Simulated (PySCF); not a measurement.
Cartesian coordinates (Å):
```xyz
6

N     -1.4314    -0.0205     0.1343
In     0.4879    -0.8581     0.4598
O      1.9056     0.6156     0.4754
H     -1.5906     0.7166     0.8338
H     -2.1669    -0.7186     0.2889
H      2.7955     0.2650     0.6530
```
Charge 0, spin multiplicity 2.

Task: What is the computed highest occupied spin orbital, dipole moment and total energy (PBE-D3(BJ)/def2-TZVP in PySCF)?

Result: 
```
Property                              Value
-----------------------------  ------------
highest occupied spin orbital      -4.98 eV
dipole moment                     0.522 e·Å
total energy                   -321.8394 Ha
```
